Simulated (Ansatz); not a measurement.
FGeH5OSi, SMILES F[SiH2][O][GeH3].

The structure is a stationary point at PBE0-D3(BJ)/def2-SVP. The structure was generated by enumeration, and PubChem lists no compound with its InChIKey, so it may never have been made. The values are those of a single conformer.

Two levels are set side by side: PBE/def2-SVPD (Ansatz, a first-principles code) and PBE0/def2-SVPD (Ansatz). Energy differences of separate SCF runs at the same geometry; the states with an electron removed or added have multiplicity 2 and 2. Differences are taken from unrounded values.

| quantity | PBE |
|---|---|
| vertical ionisation energy (eV) | 10.32 |
| vertical singlet–triplet gap (eV) | 6.19 |

Question: These are the PBE values. What does PBE0 give? (Estimate from the structure and the level; the computed values follow.)

Answer: 
| quantity | PBE0 | PBE minus PBE0 |
|---|---|---|
| vertical ionisation energy (eV) | 10.82 | -0.50 |
| vertical singlet–triplet gap (eV) | 6.78 | -0.59 |
